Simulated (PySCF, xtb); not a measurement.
Ti(Cl)2(OSiH3) (Cl2H3OSiTi), SMILES [SiH3][O][Ti+]([Cl])[Cl], charge +1, multiplicity 1.

GFN2-xTB in xtb 6.7.1 at its own geometry gives an orbital gap of 1.75 eV.

Coordinates come from a PBE0-D3(BJ)/def2-SVP optimisation. The multiplicity is an assumed one; no other spin state was optimised. The isomer is the one that the SMILES or the coordinates give; other isomers of the formula were not compared. The values are those of a single conformer.

**Question.** What does HF/def2-TZVP (PySCF) give? (An estimate is asked for; the answer gives what the named calculation found.)

**Answer.** gap 11.61 eV (levels -17.26 and -5.65 eV).
